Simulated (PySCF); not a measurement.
**Electron correlation in Ce⁺ (cerium, charge +1)**

[Xe] 4f1 5d2, one real determinant. Computed with PySCF 2.14 in ANO-RCC-VTZP (8s7p5d3f2g1h, 104 functions), with scalar relativity by spin-free X2C-1e. Frozen: [Kr] 4d10; 11 electrons correlated.

```tsv
level	correlation energy (mhartree)
CCSD	-274.90
(T)	-9.94
CCSD(T)	-284.84
```

Diagnostics: T1 = 0.013, D1 = 0.0462, largest double amplitude 0.038.

The real determinant used has ⟨L²⟩ near 24 against 42 for a pure I term, so it mixes terms. Spin-orbit coupling, absent here, splits the open shell strongly.

Cost of the coupled-cluster step: of the order of 90 core-seconds, for 11 correlated electrons.

Iterations:

```
CC2 = 0
CCSD nocc = (np.int64(7), np.int64(4)), nmo = (81, 81)
frozen orbitals [[0, 1, 2, 3, 4, 5, 6, 7, 8, 9, 10, 11, 12, 13, 14, 15, 16, 17, 18, 19, 20, 21, 22], [0, 1, 2, 3, 4, 5, 6, 7, 8, 9, 10, 11, 12, 13, 14, 15, 16, 17, 18, 19, 20, 21, 22]]
max_cycle = 100
direct = 0
conv_tol = 1e-08
conv_tol_normt = 1e-06
diis_space = 8
diis_start_cycle = 0
Init t2, MP2 energy = -0.252190842891312
Init E_corr(UCCSD) = -0.252190842891564
cycle = 1  E_corr(UCCSD) = -0.267465948385022  dE = -0.0152751055  norm(t1,t2) = 0.0452926
cycle = 2  E_corr(UCCSD) = -0.272364301400712  dE = -0.00489835302  norm(t1,t2) = 0.0166152
cycle = 3  E_corr(UCCSD) = -0.274552107221569  dE = -0.00218780582  norm(t1,t2) = 0.00899442
cycle = 4  E_corr(UCCSD) = -0.274638843555583  dE = -8.6736334e-05  norm(t1,t2) = 0.00497455
cycle = 5  E_corr(UCCSD) = -0.274624473397471  dE = 1.43701581e-05  norm(t1,t2) = 0.00386236
cycle = 6  E_corr(UCCSD) = -0.274877738310717  dE = -0.000253264913  norm(t1,t2) = 0.00261694
cycle = 7  E_corr(UCCSD) = -0.274887976431644  dE = -1.02381209e-05  norm(t1,t2) = 0.00118868
cycle = 8  E_corr(UCCSD) = -0.274881960427797  dE = 6.01600385e-06  norm(t1,t2) = 0.000854557
cycle = 9  E_corr(UCCSD) = -0.274896496248705  dE = -1.45358209e-05  norm(t1,t2) = 0.000734815
cycle = 10  E_corr(UCCSD) = -0.2749027922945  dE = -6.29604579e-06  norm(t1,t2) = 0.000641323
cycle = 11  E_corr(UCCSD) = -0.274903312449607  dE = -5.20155107e-07  norm(t1,t2) = 0.000558794
cycle = 12  E_corr(UCCSD) = -0.274907980347063  dE = -4.66789746e-06  norm(t1,t2) = 0.000451784
cycle = 13  E_corr(UCCSD) = -0.274908074349429  dE = -9.40023656e-08  norm(t1,t2) = 0.000398662
cycle = 14  E_corr(UCCSD) = -0.274908977495393  dE = -9.03145965e-07  norm(t1,t2) = 0.000349167
cycle = 15  E_corr(UCCSD) = -0.274911930765864  dE = -2.95327047e-06  norm(t1,t2) = 0.000270197
cycle = 16  E_corr(UCCSD) = -0.274914463926444  dE = -2.53316058e-06  norm(t1,t2) = 0.000192917
cycle = 17  E_corr(UCCSD) = -0.27491390571854  dE = 5.58207904e-07  norm(t1,t2) = 0.000140186
cycle = 18  E_corr(UCCSD) = -0.274909115292688  dE = 4.79042585e-06  norm(t1,t2) = 9.57007e-05
cycle = 19  E_corr(UCCSD) = -0.274906007888272  dE = 3.10740442e-06  norm(t1,t2) = 5.76545e-05
cycle = 20  E_corr(UCCSD) = -0.274904860606127  dE = 1.14728214e-06  norm(t1,t2) = 3.15237e-05
cycle = 21  E_corr(UCCSD) = -0.274904680245755  dE = 1.80360372e-07  norm(t1,t2) = 1.74132e-05
cycle = 22  E_corr(UCCSD) = -0.274904676003785  dE = 4.24196972e-09  norm(t1,t2) = 1.06501e-05
cycle = 23  E_corr(UCCSD) = -0.27490470105801  dE = -2.50542245e-08  norm(t1,t2) = 7.00964e-06
cycle = 24  E_corr(UCCSD) = -0.274904741511019  dE = -4.04530094e-08  norm(t1,t2) = 5.68587e-06
cycle = 25  E_corr(UCCSD) = -0.274904762866837  dE = -2.13558182e-08  norm(t1,t2) = 3.85748e-06
cycle = 26  E_corr(UCCSD) = -0.274904771758684  dE = -8.89184665e-09  norm(t1,t2) = 2.25789e-06
cycle = 27  E_corr(UCCSD) = -0.274904784558682  dE = -1.27999984e-08  norm(t1,t2) = 9.28511e-07
cycle = 28  E_corr(UCCSD) = -0.274904794485215  dE = -9.92653232e-09  norm(t1,t2) = 5.54025e-07
UCCSD converged
E(UCCSD) = -8856.055163509916  E_corr = -0.2749047944852147
UCCSD(T) correction = -0.0099376296824415
```

The reference is one real determinant that mixes LS terms of this configuration.
